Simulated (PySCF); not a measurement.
WCl6, SMILES [W]([Cl])([Cl])([Cl])([Cl])([Cl])[Cl], multiplicity 1.

Geometry: B3LYP-D3(BJ)/def2-SVP. The spin state was assumed, not searched. The isomer is the one that the SMILES or the coordinates give; other isomers of the formula were not compared. The def2 effective core potentials stand for the cores of W; spin–orbit coupling is left out.

All values below come from PBE0/def2-TZVP run with PySCF.

The molecule is in vacuum.

**Question.** Estimate the frontier levels, gap, dipole moment. (The exact figures need the calculation; the answer reports its results.)

**Answer.** 
```yaml
highest_occupied_level: -9.22 eV
lowest_empty_level: -5.35 eV
orbital_gap: 3.87 eV
dipole_moment: 0.00 D
quadrupole, principal values (traceless, Buckingham form, about the centre of nuclear charge): 0.00, 0.00, 0.00 D·Å
```
